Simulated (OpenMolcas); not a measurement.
## Os⁶⁺: effect of the active space

- Program: OpenMolcas 26.06
- Method: XMS-CASPT2, IPEA 0.25 Eh, imaginary shift 0.1 Eh
- Basis: ANO-RCC-VTZP
- Scalar Hamiltonian: DKH2, point nucleus
- Spin-orbit coupling: RASSI with atomic mean-field integrals over the reference wave functions, term energies averaged over their components

A. 2 electrons in 5 orbitals (5d); 2S+1 = 3 even, 10 roots; 2S+1 = 1 even, 15 roots; closed shells correlated: 5s 5p; CASPT2 step of the order of 4 core-seconds
B. 2 electrons in 10 orbitals (5d 6d); 2S+1 = 3 even, 10 roots; 2S+1 = 1 even, 15 roots; closed shells correlated: 5s 5p; CASPT2 step roughly 100 core-seconds

Energies in cm-1 above 5d2 3F2, the measured ground level; measured values from van het Hof, Joshi, Wyart and Sugar, J. Res. Natl. Inst. Stand. Technol. 100, 687 (1995).

```tsv
Level	A	B	Measured
5d2 3F2	0.0	0.0	0.0
5d2 3F3	10580	10620	10308
5d2 3P0	16300	16570	15837
5d2 3F4	18500	18560	
5d2 3P1	22860	22990	22098
5d2 1G4	32090	32140	31274
5d2 3P2 [59 %]	33920	34020	33127
5d2 1S0	58720	59050	57710
```

Deviations, from unrounded energies. A percentage is the sum of absolute deviations over the sum of measured energies, with the sign that they share, or ± where signs differ.

```
                        Against measurement  Levels     A     B
             mean absolute deviation (cm-1)       6   690   840
      fine structure of the ground term (%)       1  +2.7  +3.0
other terms of the ground configuration (%)       5  +2.4  +2.9
```

A lies closest to measurement on these levels. The largest miss of A in the table is 5d2 1S0, by +1000 cm-1. The ranking rests on the paired levels alone, and a cruder setting can come out closer through cancelling errors.

Between A and B the level of the table that moves most is 5d2 1S0, by 330 cm-1 (lowest in A, highest in B). Moves below CASPT2's spread within the term are not significant.

Term energies are means over components that CASPT2 splits; among the terms shown or strongly mixed into the levels shown the widest spread is 530 cm-1 (5d2 3F, B). Active for correlation alone: 6d; no level in the range computed is led by a configuration that fills it, so any true level of that kind is missing (holds for B). Computed and measured levels are paired by configuration, term and J; levels that our copy of the source lacks, or whose pairing is in doubt (as where it misses far off the trend of its configuration), stay unpaired and out of the deviations. Levels of configurations outside the active space are missing. Levels that lie high or do not pair safely by name in every column are left out.

A share in square brackets marks a mixed level and gives the weight of the term that names it, the lowest over the columns.
